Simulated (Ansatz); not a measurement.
Method: frozen-core CCSD(T)/def2-TZVPP // CAM-B3LYP-D3(BJ)/def2-TZVP in Ansatz (a first-principles code).

Ansatz 0.2 input:
```yaml
crystal:
  periodic: [false, false, false]
  atoms:
    - { symbol: Cl, position_ang: [-1.026546, -1.459749, -0.008758] }
    - { symbol: B, position_ang: [-0.095478, 0.004017, -0.00083] }
    - { symbol: Cl, position_ang: [-0.900381, 1.54078, -0.007986] }
    - { symbol: I, position_ang: [2.022406, -0.085049, 0.017574] }
basis:
  gaussian: { orbitals: def2-TZVPP }
correlation:
  method: ccsd_t
```

Output:

```
Functional definition: HF
1184 factors; integrals over basis functions are off by at most 7.3e-4 eV
mean field evaluation 1: about -33753.8411 eV, gradient 1.8e1 eV
mean field evaluation 2: about -33753.9758 eV, gradient 1.9e1 eV
mean field evaluation 4: about -33755.2133 eV, gradient 2.8e0 eV
mean field evaluation 8: about -33755.2498 eV, gradient 3.8e-4 eV
mean field evaluation 16: about -33755.0340 eV, gradient 2.8e0 eV
mean field -33755.24983806 eV, -1240.4825514184 hartree, gradient 1.5e-6 eV, S^2 0.000000; 0 other end points of the search recorded, 0 dependent functions left out
15 core orbitals not correlated
reference -33755.24983806 eV, -1240.4825514184 hartree; 17, 17 occupied and 133, 133 virtual orbitals, 1184 factors
second order -26.43377729 eV of doubles, -0.00000000 eV of singles
cycle   1  -25.72555309 eV  change    7.1e-1 eV  update   1.1e-1
cycle   2  -26.32521421 eV  change   -6.0e-1 eV  update   3.0e-2
cycle   3  -26.42950888 eV  change   -1.0e-1 eV  update   1.5e-2
cycle   4  -26.40166550 eV  change    2.8e-2 eV  update   4.4e-3
cycle   5  -26.40038354 eV  change    1.3e-3 eV  update   2.3e-3
cycle   6  -26.40162831 eV  change   -1.2e-3 eV  update   6.0e-4
cycle   7  -26.40121429 eV  change    4.1e-4 eV  update   2.6e-4
cycle   8  -26.40115575 eV  change    5.9e-5 eV  update   8.0e-5
cycle   9  -26.40122165 eV  change   -6.6e-5 eV  update   4.3e-5
cycle  10  -26.40119970 eV  change    2.2e-5 eV  update   1.4e-5
perturbative correction -0.95040526 eV, -0.0349267493 hartree
Total energy: -33782.60144302 eV, -1241.4877043613 hartree
```

Cost: roughly 26 core-seconds.
